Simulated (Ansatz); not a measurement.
**Molecular dynamics of C2H4ClNSi**

Input file:

```yaml
crystal:
  periodic: [false, false, false]
  atoms:
    - { symbol: "N", position_ang: [-0.452857, 0.527239, -1.950741] }
    - { symbol: C, position_ang: [-0.187639, 0.04934, -0.767413] }
    - { symbol: Si, position_ang: [0.82444, -1.06169, 0.275624] }
    - { symbol: C, position_ang: [-0.379712, 0.304317, 0.727376] }
    - { symbol: Cl, position_ang: [0.06097, 1.934145, 1.416603] }
    - { symbol: H, position_ang: [-1.068803, 1.409938, -1.802017] }
    - { symbol: H, position_ang: [2.24722, -0.794827, 0.363605] }
    - { symbol: H, position_ang: [0.40859, -2.416944, 0.58874] }
    - { symbol: H, position_ang: [-1.363709, 0.002281, 1.131025] }
basis:
  gaussian: { orbitals: STO-3G }
hamiltonian:
  xc: lda
md:
  timestep: 0.5
  n_steps: 400
  ensemble: nvt_langevin
  temperature: 300.0
  initial_velocities: maxwell_boltzmann
  seed: 34130
  friction: 0.01
```

Run as:

```bash
$ ansatz run input.yaml --threads 1 --pin off --max-ram 2048MiB --backend cpu --events-out ev --progress --plain --runs-dir out
```

It starts from a relaxed structure.

Output, in part (step lines, the closing report, with atoms numbered from 0):

```
md step     0: t =     0.00 fs  T =   266.7 K  F+E_penalty+E_count = -23647.79510247 eV  E_kin = 0.310224 eV  (24 SCF iters)
md step     1: t =     0.50 fs  T =   267.0 K  F+E_penalty+E_count = -23647.78724098 eV  E_kin = 0.310645 eV  (29 SCF iters)
md step     2: t =     1.00 fs  T =   252.0 K  F+E_penalty+E_count = -23647.76482150 eV  E_kin = 0.293206 eV  (29 SCF iters)
md step     3: t =     1.50 fs  T =   234.6 K  F+E_penalty+E_count = -23647.73343907 eV  E_kin = 0.272889 eV  (29 SCF iters)
md step     4: t =     2.00 fs  T =   184.2 K  F+E_penalty+E_count = -23647.70040562 eV  E_kin = 0.214297 eV  (29 SCF iters)
md step     5: t =     2.50 fs  T =   167.9 K  F+E_penalty+E_count = -23647.67439836 eV  E_kin = 0.195329 eV  (29 SCF iters)
md step     6: t =     3.00 fs  T =   161.7 K  F+E_penalty+E_count = -23647.65897519 eV  E_kin = 0.188065 eV  (28 SCF iters)
md step     7: t =     3.50 fs  T =   148.8 K  F+E_penalty+E_count = -23647.65761227 eV  E_kin = 0.173128 eV  (29 SCF iters)
[... lines left out ...]
md step   397: t =   198.50 fs  T =   498.7 K  F+E_penalty+E_count = -23647.47252267 eV  E_kin = 0.580171 eV  (29 SCF iters)
md step   398: t =   199.00 fs  T =   518.0 K  F+E_penalty+E_count = -23647.48568276 eV  E_kin = 0.602595 eV  (29 SCF iters)
md step   399: t =   199.50 fs  T =   493.3 K  F+E_penalty+E_count = -23647.49372948 eV  E_kin = 0.573885 eV  (29 SCF iters)
md step   400: t =   200.00 fs  T =   482.2 K  F+E_penalty+E_count = -23647.49408658 eV  E_kin = 0.560978 eV  (24 SCF iters)
Total energy: -23647.49410730 eV, -869.0293795962 hartree
Atom 0 at    -0.845769     1.202399    -1.554538 Å, force    -1.431193     0.908961    -1.432702 eV/Å
Atom 1 at    -0.362795     0.336904    -0.740897 Å, force     0.494030     0.353374    -0.845100 eV/Å
Atom 2 at     0.854454    -0.993449    -0.435054 Å, force    -1.008122    -0.196178     0.677081 eV/Å
Atom 3 at    -0.298383     0.048230     0.683614 Å, force     0.304627    -0.397794     2.252250 eV/Å
Atom 4 at     0.099162     1.417871     1.912811 Å, force    -0.142425    -0.893034    -0.927929 eV/Å
Atom 5 at    -1.605030     1.808659    -1.033588 Å, force     0.929394    -0.131466    -0.001701 eV/Å
Atom 6 at     2.266307    -0.688648    -0.487654 Å, force     0.159935    -0.142513     0.001489 eV/Å
Atom 7 at     0.323066    -2.380954    -0.524795 Å, force     0.604895     0.718106    -0.022324 eV/Å
Atom 8 at    -1.204384    -0.456481     1.063552 Å, force     0.088859    -0.219456     0.298936 eV/Å
Dipole moment:     0.034458    -0.568404    -0.092496 e Å
```

The steps, from the saved trajectory:

```csv
time (fs),T (K),potential energy less start (eV)
0,267,0.000
6.5,186,0.103
13,187,0.193
19.5,224,0.172
26,191,0.204
32.5,237,0.183
39,289,0.197
45.5,201,0.309
52,278,0.215
58.5,291,0.221
65,279,0.179
71.5,194,0.236
78,192,0.259
84.5,191,0.254
91,230,0.228
97.5,245,0.267
104,450,0.279
110.5,386,0.363
117,404,0.327
123.5,352,0.420
130,305,0.466
136.5,319,0.407
143,339,0.426
149.5,450,0.378
156,480,0.313
162.5,525,0.298
169,626,0.150
175.5,414,0.298
182,533,0.214
188.5,509,0.307
195,571,0.238
```

All steps were run. The mean temperature of the second half is 45 % above the set value. A run of 0.2 ps of so small a system gives no equilibrium averages. Limits of this set-up: minimal basis.

The same pairs are bonded in the first frame and the last. Pairs count as bonded within 1.25 times the sum of covalent radii (0.12 Å more for H–H).

Last frame:

```xyz
9
Properties=species:S:1:pos:R:3
N -0.846 1.202 -1.554
C -0.363 0.337 -0.741
Si 0.855 -0.993 -0.435
C -0.298 0.048 0.684
Cl 0.099 1.418 1.913
H -1.605 1.809 -1.034
H 2.266 -0.689 -0.488
H 0.323 -2.381 -0.525
H -1.204 -0.457 1.064
```

Time of the run: 9.3 min on 1 thread of Arm Neoverse V1, on a shared host, peak memory 0.078 GiB.
